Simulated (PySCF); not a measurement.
# Which basis set comes closest?

Molecule: `CC(C)OC(C)(C)C`, C₇H₁₆O.

Geometry:
| atom | x (Å) | y (Å) | z (Å) |
| --- | --- | --- | --- |
| C1 | 1.338 | -1.426 | 0.040 |
| C2 | 0.324 | -0.308 | 0.217 |
| C3 | 0.917 | 1.064 | -0.059 |
| O4 | -0.750 | -0.525 | -0.677 |
| C5 | -2.061 | -0.719 | -0.161 |
| C6 | -2.125 | -1.967 | 0.721 |
| C7 | -2.535 | 0.514 | 0.610 |
| C8 | -2.917 | -0.916 | -1.405 |
| H9 | 2.224 | -1.269 | 0.674 |
| H10 | 1.663 | -1.471 | -1.010 |
| H11 | 0.894 | -2.399 | 0.298 |
| H12 | -0.039 | -0.328 | 1.261 |
| H13 | 0.176 | 1.854 | 0.129 |
| H14 | 1.224 | 1.131 | -1.114 |
| H15 | 1.798 | 1.255 | 0.573 |
| H16 | -1.492 | -1.866 | 1.616 |
| H17 | -1.785 | -2.848 | 0.156 |
| H18 | -3.154 | -2.149 | 1.064 |
| H19 | -1.915 | 0.702 | 1.500 |
| H20 | -2.492 | 1.404 | -0.035 |
| H21 | -3.572 | 0.383 | 0.953 |
| H22 | -2.847 | -0.030 | -2.052 |
| H23 | -3.971 | -1.080 | -1.140 |
| H24 | -2.555 | -1.784 | -1.974 |

Geometry PBE0-D3(BJ)/def2-SVP throughout; GIAO in PySCF 2.14.0 with density-fitted response routines, gas phase, one conformer, non-relativistic; equivalent atoms averaged; functional PBE0.

Reference values (measured; solution, not stated per compound (mostly CDCl3 or CCl4); Pretsch, Buehlmann, Badertscher, Structure Determination of Organic Compounds, 4th ed. (2009)): δ(C5) = 73.0 ppm, δ(C6/C7/C8) = 28.5 ppm, δ(C2) = 63.5 ppm, δ(C1/C3) = 25.2 ppm. Computed shifts are taken against TMS, calculated as an isolated molecule at each level.

Question: How do the basis sets STO-3G, pcSseg-0, 6-31G, 6-31G*, cc-pVDZ, def2-SVP, pcSseg-1, 6-311+G(2d,p), aug-cc-pVDZ perform against the reference? Times are CPU seconds on shared hosts with different chips, so compare them loosely.

Answer: 
| basis set | functions | C5 | C6/C7/C8 | C2 | C1/C3 | mean abs. error C | core-s |
| --- | --- | --- | --- | --- | --- | --- | --- |
| STO-3G | 56 | 60.5 | 23.7 | 55.1 | 21.6 | 7.3 | 7.5 |
| pcSseg-0 | 104 | 72.6 | 32.3 | 65.1 | 29.3 | 2.5 | 19 |
| 6-31G | 104 | 69.3 | 29.0 | 61.1 | 26.3 | 1.9 | 15 |
| 6-31G* | 144 | 67.6 | 27.8 | 60.5 | 25.0 | 2.3 | 22 |
| cc-pVDZ | 192 | 71.2 | 29.0 | 63.3 | 26.1 | 0.9 | 48 |
| def2-SVP | 192 | 67.8 | 28.3 | 60.4 | 24.9 | 2.2 | 43 |
| pcSseg-1 | 216 | 71.3 | 28.8 | 63.6 | 26.1 | 0.8 | 49 |
| 6-311+G(2d,p) | 312 | 71.6 | 27.7 | 63.2 | 24.9 | 0.7 | 77 |
| aug-cc-pVDZ | 328 | 71.2 | 27.5 | 63.4 | 24.4 | 0.9 | 110 |

For ¹³C the closest is 6-311+G(2d,p) (0.7 ppm, with pcSseg-1, cc-pVDZ, aug-cc-pVDZ practically level) and the furthest STO-3G (7.3 ppm). Where a smaller basis beats a larger one, errors probably cancel. One molecule is a small sample, and vibrational and solvent effects are absent from the calculation.

A small basis that lands close on one nucleus may do so by chance; judge by the trend and by all nuclei.
